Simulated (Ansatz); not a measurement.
The first iterations of a band of CH7ClN2Si (12 atoms, charge 0, multiplicity 1).

All numbers below come from RKS PBE0-D4/def2-SVP (Ansatz).

```yaml
movable_images: 9
climbing_image: yes
spring: 5.0 eV/Å²
optimiser: quadratic models (default)
start_path: through a guess of the saddle point
force_threshold: 0.05 eV/Å
iteration_limit: 60
end_points: relaxed
```

Image 0:

```xyz
12
Properties=species:S:1:pos:R:3
Si 0.075 0.467 0.820
N 1.398 -0.130 1.730
N 0.097 -0.318 -0.698
C -1.007 -0.409 -1.623
H 1.010 -0.464 -1.116
H -1.312 0.311 1.342
Cl 0.393 2.532 0.794
H 1.840 0.451 2.431
H 1.488 -1.119 1.931
H -1.041 -1.395 -2.118
H -1.957 -0.290 -1.081
H -0.985 0.364 -2.413
```

Image 10:

```xyz
12
Properties=species:S:1:pos:R:3
Si -0.318 0.480 0.794
N 1.411 -0.319 1.320
N -0.603 -0.254 -0.572
C -1.130 -0.286 -1.880
H 1.434 -1.205 0.808
H -1.031 0.238 2.084
Cl 0.373 2.477 1.000
H 2.170 0.275 0.978
H 1.550 -0.485 2.319
H -0.598 -1.020 -2.519
H -2.198 -0.581 -1.917
H -1.061 0.682 -2.415
```

| iteration | highest image above the first end (eV) | largest band force component (eV/Å) |
| --- | --- | --- |
| 1 | 3.115 | 5.464 |
| 2 | 2.218 | 2.115 |
| 3 | 2.121 | 5.241 |
| 4 | 2.090 | 1.478 |

Problem. Does the band converge within its limit, and where does its top end?

Solution. The forces met the threshold. It ended after 14 iterations with the highest image 2.085 eV above the first end. A structure lower than the last end lies on the path between it and the top, so the climb from that side starts below the end, which may itself be a saddle point or a shallow side well. A vibrational analysis at the climbing image gives one clearly imaginary mode, 987i cm⁻¹: a first-order saddle point. The orbitals stay closed-shell, which can raise the energy where a bond breaks towards radicals; this wasn't checked here.

The run took 6.2 min on 2 threads of Arm Neoverse V2 (shared host), peak memory 0.26 GiB.
